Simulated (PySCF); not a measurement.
## Spectroscopy problems

All values are calculated (PySCF 2.14): geometry: GFN2-xTB, PBE0/pcSseg-1 with gauge-including orbitals. One computed conformer, in vacuum, no relativistic terms, one averaged value for each set of equivalent atoms.

Scale: $^{1}$H (31.72 ppm) and $^{13}$C (186.93 ppm) vs TMS (reference shieldings calculated alike). Splittings of carbon signals by F and P are missing where no couplings were computed. Where no couplings were computed, multiplicities follow the n + 1 count of equivalent neighbours, and m marks all less simple cases (inequivalent or close neighbours, rings, F or P nearby). Shifts are as computed. Against solution values, carbons near 30 ppm lie about +3 ppm off and those near 130 ppm about +5 ppm. Of 1309 compounds with measured shifts, 239 miss one by over three times the rms of a fit or turn the order of signals round; such compounds aren't used in these exercises.

Q: C$_{4}$H$_{10}$ClNSi. $^{1}$H NMR (300 MHz, computed): δ 8.65 (q, 1H), 2.29 (d, 3H), 0.43 (s, 6H). $^{13}$C{$^{1}$H} NMR (computed): δ 180.9 (CH), 28.7 (CH3), 4.5 (CH3). Identify the compound.

A: SMILES C/C=N\[Si](C)(C)Cl. The formula gives 1 degree of unsaturation (no ring in the answer). 3 carbon signals for 4 carbons: some carbons are equivalent by symmetry or fast rotation. Carbon types of the structure: 1 × CH, 3 × CH3, which accounts for all hydrogens. δC 180.9: C=N carbon. δC 4.5: methyl carbon bonded to Si; an electropositive neighbour leaves it electron-rich and shielded. δH 8.65: hydrogen on a C=N carbon. δH 0.43: hydrogen on a methyl carbon bonded to Si; an electropositive neighbour shields it, as in TMS itself.

The shifts were computed for this structure.

Q: C$_{5}$H$_{11}$FSi. $^{1}$H NMR (300 MHz, computed): δ 5.03 (m, 1H), 3.04 (m, 1H), 2.49 (m, 1H), 1.32 (d, 3H), 1.13 (m, 1H), 1.11 (d, 3H), 0.69 (m, 1H). $^{13}$C{$^{1}$H} NMR (computed): δ 83.9, 33.5, 32.1, 26.4, 25.1. What is it?

A: SMILES CC(C)[C@@H]1[SiH2][C@H]1F. Rings plus π bonds: 1 (1 ring in the answer). 5 carbon signals for 5 carbons: no two carbons are equivalent. Carbon types of the structure: 3 × CH, 2 × CH3, leaving 2 H on heteroatoms. δC 83.9, 32.1: three-membered-ring carbon. δC 33.5: sp3 CH; aliphatic region, no heteroatom directly attached. δH 5.03, 1.13: hydrogen on a three-membered-ring carbon. δH 1.32, 1.11: hydrogen on a methyl carbon; far from electronegative atoms and π systems.

This is the structure that produced the data.
